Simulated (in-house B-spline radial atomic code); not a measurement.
S⁺ is squeezed into an impenetrable sphere of radius R (the orbitals vanish at R). Method: Dirac-Kohn-Sham LDA VWN5, spherical fractional occupations, Fermi nucleus of rms radius 3.2611 fm. Calculated with a radial B-spline atomic code at the basis-set limit.

Energies in eV above the free ion in [Ne] 3s2 3p3:

| R (bohr) | highest level (eV) | [Ne] 3s2 3p3 | [Ne] 3s1 3p4 | [He] 2s2 2p5 3s2 3p3 3d1 |
| --- | --- | --- | --- | --- |
| 7.07 | -16.8 | 0.007244 | 10.81 | 176.9 |
| 5.77 | -16.7 | 0.09292 | 10.9 | 177.3 |
| 5.46 | -16.6 | 0.1692 | 10.99 | 177.5 |
| 4.16 | -15.1 | 2.03 | 13.08 | 180 |
| 3.37 | -11.3 | 9.193 | 20.9 | 187.9 |
| 3.19 | -9.56 | 13.01 | 25 | 192 |
| 2.71 | -1.8 | 33.31 | 46.43 | 213.5 |
| 2.2 | 17.2 | 94.14 | 109.2 | 278.5 |
| 1.72 | 64 | 271.3 | 288 | 469 |
| 1.51 | 107 | 450.9 | 466.7 | 662.3 |

(1) Does [Ne] 3s1 3p4 fall below [Ne] 3s2 3p3 under compression?

(2) Does [He] 2s2 2p5 3s2 3p3 3d1 fall below [Ne] 3s2 3p3 under compression?

The highest level is first positive in the row R = 2.2 bohr, pushed up by confinement above the zero of the free ion's potential. Each configuration is held fixed and needn't be the lowest in the sphere.

Results:

(1) No, it stays above over the whole range.

(2) No, it stays above over the whole range.
